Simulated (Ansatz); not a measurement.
Basis-set extrapolation for C9H13N, SMILES `CC(C)(C)c1cccnc1` (PBE0-D4/def2-TZVP geometry, frozen core, the Gaussian-basis code of Ansatz). Multiplicity 1, RHF reference.

|  | def2-TZVPP | def2-QZVPP |
| --- | --- | --- |
| HF | -402.974925 | -402.992394 |
| MP2 correlation | -1.691868 | -1.798023 |
| CCSD(T) correlation | -1.830453 | not run |

Energies in hartree. Use E(X) = E(∞) + A·exp(−7.88·√X) for Hartree–Fock and E(X) = E(∞) + B·X^(−2.97) for correlation, with X = 3 and 4, and add CCSD(T) minus MP2 of the smaller set to the MP2 limit.

What is the CCSD(T) energy at the basis-set limit?

HF limit: -402.992394 + (-0.017469) × 0.13774 = -402.99480. MP2 limit: -1.798023 + (-0.106155) × 0.74074 = -1.87666. Higher-order term: -1.830453 − (-1.691868) = -0.13859. Total: -405.01005 hartree, 537.4 kJ/mol below CCSD(T)/def2-TZVPP.
